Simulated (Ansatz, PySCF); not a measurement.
Potential energy curve for C2 (anion, charge -1), doublet.

Computed with: UKS-PBE = unrestricted PBE/aug-cc-pVTZ (Ansatz, an electronic-structure program); UKS-PBE0 = Ansatz with unrestricted PBE0/aug-cc-pVTZ; UKS-CAM-B3LYP = unrestricted CAM-B3LYP/aug-cc-pVTZ run with Ansatz; UKS-B3LYP/6-31G* = PySCF with unrestricted B3LYP/6-31G*, spherical d.

Minimum and curvature come from a quartic fit to the scan points round the minimum, the wavenumber from the most abundant isotopes. The energy at the longest distance isn't given for restricted levels, nor where a curve turns over.

| method | R at the minimum / Å | force constant / mdyn Å⁻¹ | E(5.00 Å) − E(min) / mEh | harmonic wavenumber / cm⁻¹ |
|---|---|---|---|---|
| UKS-PBE | 1.269 | 11.4 | 284.4 | 1800 |
| UKS-PBE0 | 1.258 | 12.3 | 280.0 | 1870 |
| UKS-CAM-B3LYP | 1.257 | 10.2 | 284.9 | 1690 |
| UKS-B3LYP/6-31G* | 1.266 | 12.3 | 308.9 | 1870 |

The unrestricted solution behind UKS-PBE changes between 2.22 and 2.52 Å, which can leave a kink. The unrestricted determinant behind UKS-PBE is spin-contaminated at 2.07 to 5.00 Å (<S²> up to 2.8, against 0.75 for a pure doublet). Where the anion isn't bound against loss of the electron, the finite basis alone holds it. The unrestricted solution behind UKS-PBE0, UKS-CAM-B3LYP, UKS-B3LYP/6-31G* changes between 1.90 and 2.07 Å, which can leave a kink. The unrestricted determinant behind UKS-PBE0, UKS-CAM-B3LYP, UKS-B3LYP/6-31G* is spin-contaminated at 1.90 to 5.00 Å (<S²> up to 2.8, against 0.75 for a pure doublet).
